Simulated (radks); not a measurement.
These are the eigenvalues of the occupied orbitals of an atom or ion with whole-number occupations (eV). All-electron calculation, Dirac Kohn-Sham, PBEsol, spin-unpolarised, spherical densities, point nucleus. Program: a radial shooting solver on a logarithmic mesh with Libxc functionals.

1s1/2: -63167.14
2s1/2: -10768.19
2p1/2: -10279.09
2p3/2: -9162.124
3s1/2: -2460.415
3p1/2: -2244.166
3p3/2: -2005.947
3d3/2: -1638.958
3d5/2: -1586.935
4s1/2: -510.7523
4p1/2: -422.7604
4p3/2: -368.4967
4d3/2: -223.8820
4d5/2: -213.9795
5s1/2: -87.6063
5p1/2: -63.0700
5p3/2: -55.9617
4f5/2: -37.0483
4f7/2: -35.5188

Which element is it, and in what charge state? The configuration may be excited. Open shells, if any, fill j = l - 1/2 first.

Answer. Z = 71, lutetium, charge +3: Lu3+ in [Xe] 4f14. The list shows which subshells hold electrons but not how many an open one holds; the 1s level, -2321.3 hartree, gives Z - s = 68.1 by -(Z - s)^2/2, which with screening and relativity narrows Z to a few neighbours, and the depths of the outer levels then fix element, charge and occupations together.
